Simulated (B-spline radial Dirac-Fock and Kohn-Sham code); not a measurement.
**Kohn-Sham estimates against Dirac-Fock for the levels of Cd²²⁺**

System: the Cd²²⁺ ion, configuration 1s2 2s2 2p6 3s2 3p6 3d8.

The density-functional columns are spherical, spin-unpolarised Dirac-Kohn-Sham results without Breit or QED terms: −ε is minus the orbital energy of the initial state and ΔSCF the difference of two total energies. The reference in the last column comes from multi-electron Dirac-Fock with separately optimised hole states, Breit and Lamb-shift corrections added in first order. All numbers are from an atomic code on a B-spline grid, in eV; a selection of levels is shown. For the 1s level of heavy atoms much of the gap between ΔSCF and the reference is the Breit and QED part, -84.2 eV here; for other levels the error of the functional can be larger.

```
level   LDA −ε  LDA ΔSCF  Dirac-Fock
    K  27219.8   27559.3     27482.9
   L1   4659.2    4733.0      4777.7
   L2   4393.9    4482.0      4485.3
   L3   4200.7    4284.9      4294.4
   M1   1397.5    1429.3      1454.7
   M2   1292.4    1325.1      1337.2
   M3   1254.9    1286.9      1299.6
 M4,5   1068.3    1103.2      1101.9
```

Values without a named source are computed, but for edge energies of neutral atoms, which are taken from tables.
